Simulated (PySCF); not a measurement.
C₅H₇O₂ (SMILES [CH2]C(=O)C=C(C)O), doublet, geometry from GFN2-xTB; B3LYP/6-31G* run with PySCF.

The PySCF input:
```python
from pyscf import gto, scf, dft

mol = gto.Mole()
mol.atom = '''
    C     2.604207   -0.060805    0.219421
    C     1.237371    0.306499    0.338318
    O     0.885863    1.300692    0.990787
    C     0.296236   -0.557881   -0.377210
    C    -1.043173   -0.386951   -0.373483
    C    -1.754079    0.712760    0.329687
    O    -1.874517   -1.226436   -1.021841
    H     3.352421    0.541361    0.703542
    H     2.924672   -0.885447   -0.390659
    H     0.721473   -1.389357   -0.924747
    H    -1.407705    0.781671    1.358852
    H    -2.825475    0.537380    0.290195
    H    -1.515844    1.666477   -0.138083
    H    -1.383688   -1.927867   -1.471065
'''
mol.basis = '6-31g*'
mol.charge = 0
mol.spin = 1
mol.verbose = 4
mol.build()

mf = dft.UKS(mol)
mf.xc = 'b3lyp'
mf.kernel()
```

Output, abridged:

```
PySCF version 2.14.0

[INPUT] verbose = 4
[INPUT] num. atoms = 14
[INPUT] num. electrons = 53
[INPUT] charge = 0
[INPUT] spin (= nelec alpha-beta = 2S) = 1
[INPUT] symmetry False subgroup None
[INPUT] Mole.unit = angstrom
[INPUT] Symbol           X                Y                Z      unit          X                Y                Z       unit  Magmom
[INPUT]  1 C      2.604207000000  -0.060805000000   0.219421000000 AA    4.921238001675  -0.114904797004   0.414645595978 Bohr   0.0
[INPUT]  2 C      1.237371000000   0.306499000000   0.338318000000 AA    2.338292304479   0.579199167453   0.639328363011 Bohr   0.0
[INPUT]  3 O      0.885863000000   1.300692000000   0.990787000000 AA    1.674038453886   2.457951652413   1.872316077779 Bohr   0.0
[INPUT]  4 C      0.296236000000  -0.557881000000  -0.377210000000 AA    0.559804908237  -1.054242300098  -0.712823591447 Bohr   0.0
[INPUT]  5 C     -1.043173000000  -0.386951000000  -0.373483000000 AA   -1.971311270541  -0.731231413627  -0.705780582181 Bohr   0.0
[INPUT]  6 C     -1.754079000000   0.712760000000   0.329687000000 AA   -3.314728910851   1.346921192545   0.623018136829 Bohr   0.0
[INPUT]  7 O     -1.874517000000  -1.226436000000  -1.021841000000 AA   -3.542323745841  -2.317628149307  -1.930999632852 Bohr   0.0
[INPUT]  8 H      3.352421000000   0.541361000000   0.703542000000 AA    6.335157544241   1.023024024521   1.329501697129 Bohr   0.0
[INPUT]  9 H      2.924672000000  -0.885447000000  -0.390659000000 AA    5.526829084184  -1.673252327818  -0.738238518096 Bohr   0.0
[INPUT] 10 H      0.721473000000  -1.389357000000  -0.924747000000 AA    1.363386376268  -2.625504219247  -1.747518564513 Bohr   0.0
[INPUT] 11 H     -1.407705000000   0.781671000000   1.358852000000 AA   -2.660176914181   1.477144109515   2.567858123817 Bohr   0.0
[INPUT] 12 H     -2.825475000000   0.537380000000   0.290195000000 AA   -5.339373921805   1.015501024819   0.548389072718 Bohr   0.0
[INPUT] 13 H     -1.515844000000   1.666477000000  -0.138083000000 AA   -2.864530007565   3.149185122887  -0.260939052458 Bohr   0.0
[INPUT] 14 H     -1.383688000000  -1.927867000000  -1.471065000000 AA   -2.614791361847  -3.643140634587  -2.779909961433 Bohr   0.0

nuclear repulsion = 286.187893801424
number of shells = 56
number of NR pGTOs = 217
number of NR cGTOs = 112
basis = 6-31g*
ecp = {}

******** <class 'pyscf.dft.uks.UKS'> ********
method = UKS
initial guess = minao
damping factor = 0
level_shift factor = 0
DIIS = <class 'pyscf.scf.diis.CDIIS'>
diis_start_cycle = 1
diis_space = 8
diis_damp = 0
SCF conv_tol = 1e-09
SCF conv_tol_grad = None
SCF max_cycles = 50
direct_scf = True
direct_scf_tol = 1e-13
number electrons alpha = 27  beta = 26
XC library pyscf.dft.libxc version 7.1.2
    S. Lehtola, C. Steigemann, M. J. T. Oliveira, and M. A. L. Marques,  SoftwareX 7, 1–5 (2018)
XC functionals = b3lyp
    P. J. Stephens, F. J. Devlin, C. F. Chabalowski, and M. J. Frisch,  J. Phys. Chem. 98, 11623 (1994)
radial grids:
    Treutler-Ahlrichs [JCP 102, 346 (1995); DOI:10.1063/1.469408] (M4) radial grids

becke partition: Becke, JCP 88, 2547 (1988); DOI:10.1063/1.454033
pruning grids: <function nwchem_prune>
grids dens level: 3
symmetrized grids: False
atomic radii adjust function: <function treutler_atomic_radii_adjust>
small_rho_cutoff = 0
Set gradient conv threshold to 3.16228e-05
tot grids = 167416
init E= -345.992380220571

cycle= 1 E= -344.870811063743  delta_E= 1.12  |g|= 0.734  |ddm|= 2.58
cycle= 2 E= -342.49626547649  delta_E= 2.37  |g|= 2.02  |ddm|= 2.61
cycle= 3 E= -344.986747929608  delta_E= -2.49  |g|= 0.488  |ddm|= 2.44
cycle= 4 E= -345.101364992391  delta_E= -0.115  |g|= 0.133  |ddm|= 0.54
cycle= 5 E= -345.106528195828  delta_E= -0.00516  |g|= 0.0894  |ddm|= 0.21
cycle= 6 E= -345.110364263071  delta_E= -0.00384  |g|= 0.0295  |ddm|= 0.106
cycle= 7 E= -345.11081801161  delta_E= -0.000454  |g|= 0.018  |ddm|= 0.0379
cycle= 8 E= -345.111016042961  delta_E= -0.000198  |g|= 0.00716  |ddm|= 0.0251
cycle= 9 E= -345.111083174572  delta_E= -6.71e-05  |g|= 0.00271  |ddm|= 0.0217
cycle= 10 E= -345.111091509521  delta_E= -8.33e-06  |g|= 0.00106  |ddm|= 0.00535
cycle= 11 E= -345.111094132362  delta_E= -2.62e-06  |g|= 0.000686  |ddm|= 0.00338
cycle= 12 E= -345.111095041954  delta_E= -9.1e-07  |g|= 0.000267  |ddm|= 0.00263
cycle= 13 E= -345.11109511546  delta_E= -7.35e-08  |g|= 0.000211  |ddm|= 0.000806
cycle= 14 E= -345.111095142174  delta_E= -2.67e-08  |g|= 8.51e-05  |ddm|= 0.000272
cycle= 15 E= -345.111095149152  delta_E= -6.98e-09  |g|= 4.02e-05  |ddm|= 0.000173
cycle= 16 E= -345.111095150964  delta_E= -1.81e-09  |g|= 2.53e-05  |ddm|= 9.76e-05
cycle= 17 E= -345.111095151432  delta_E= -4.69e-10  |g|= 1.16e-05  |ddm|= 4.41e-05
Extra cycle  E= -345.111095151405  delta_E= 2.73e-11  |g|= 1.95e-05  |ddm|= 3.19e-05
converged SCF energy = -345.111095151405  <S^2> = 0.76151627  2S+1 = 2.0114833
```
